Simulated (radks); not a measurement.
The lutetium ion Lu60+, configuration [Ne] 3s1. Method: non-relativistic Kohn-Sham, PBE, spin-polarised, spherical densities, point nucleus; open shells are filled with parallel spins first (spin-orbit coupling, left out, can overturn this in heavy ions); relativity is left out, which matters for an element this heavy; computed with a radial shooting solver on a logarithmic mesh with Libxc functionals. Some entries of the table are withheld. Estimate them.

orbital  occ.  eigenvalue (Ry)  <r^2> (bohr^2)  <1/r> (bohr^-1)
1s up       1        -4659.320             (1)            70.49
1s down     1        -4659.068             (2)            70.49
2s up       1        -1039.681        0.009225              (3)
2s down     1        -1039.334        0.009219              (4)
2p up       3        -1014.513        0.006802            16.76
2p down     3        -1014.222        0.006798            16.76
3s up       1        -439.6415         0.04872            7.158
3s down     0        -437.9429         0.04860            7.171

Answer. 
(1) 1s up <r^2> (bohr^2): 0.0006078
(2) 1s down <r^2> (bohr^2): 0.0006079
(3) 2s up <1/r> (bohr^-1): 16.78
(4) 2s down <1/r> (bohr^-1): 16.78
